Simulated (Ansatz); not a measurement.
`C=C[Te][SiH3]` + `CS[SiH3]` → `C=CCS[SiH3]` + `[SiH3][TeH]` at 400 K and 1 bar (formal exchange of groups at a C–Te bond).

Calculated with Ansatz (gas phase, PBE0-D4/def2-TZVP geometries, no zero-point term in ΔE). CCSD(T)/CBS is the MP2 limit (def2-TZVPP, def2-QZVPP) plus CCSD(T) − MP2 in def2-TZVPP, frozen cores. def2 core potentials past Kr. For Te outer-core shells are correlated without core-valence functions, which leaves a few kJ/mol of doubt a bond. Each species was taken in one conformer, which may not be the lowest.

```
        species  CCSD(T)/CBS energy (Eh)  H − E (kJ/mol)  S (J/(mol·K))
`C=C[Te][SiH3]`               -636.49984           208.1          396.9
     `CS[SiH3]`               -728.52947           194.4          339.2
  `C=CCS[SiH3]`               -805.81910           292.2          395.9
  `[SiH3][TeH]`               -559.21313           104.4          319.1
```

H − E and S are ideal-gas, rigid-rotor, harmonic terms from PBE0-D4/def2-TZVP, for one conformer and one mirror image of each species. 1 Eh = 2625.50 kJ/mol, R = 8.31446 J/(mol·K).

By hand: ΔE, ΔH, ΔS and ΔG.

ΔE = (-805.81910) + (-559.21313) − (-636.49984) − (-728.52947) = -0.00292 Eh = -7.7 kJ/mol. Δ(H − E) = 292.2 + 104.4 − 208.1 − 194.4 = -5.9, so ΔH = -13.6 kJ/mol. ΔS = 395.9 + 319.1 − 396.9 − 339.2 = -21.1 J/(mol·K). ΔG = -13.6 − 400 × (-21.1)/1000 = -5.2 kJ/mol.

By hand: the equilibrium constant, and the temperature at which ΔG would vanish if ΔH and ΔS stayed fixed.

log₁₀ K = −ΔG/(RT ln 10) = 0.7. ΔG = 0 at ΔH/ΔS = 645 K.

TΔS isn't small against ΔH here. The sign of ΔG lies within the doubt. A doubt of 5 kJ/mol in ΔE shifts log₁₀ K by 0.7 here. Other conformers and mirror images would add mixing entropy, several J/(mol·K) or more a flexible species. Modes under 60 cm⁻¹, often nearly free rotors, make the harmonic entropy too high. These are equilibria of isolated gas molecules and say nothing of rates. Largest T1 diagnostic: 0.011 (customary marks: 0.02 for closed shells, 0.045 for open ones).
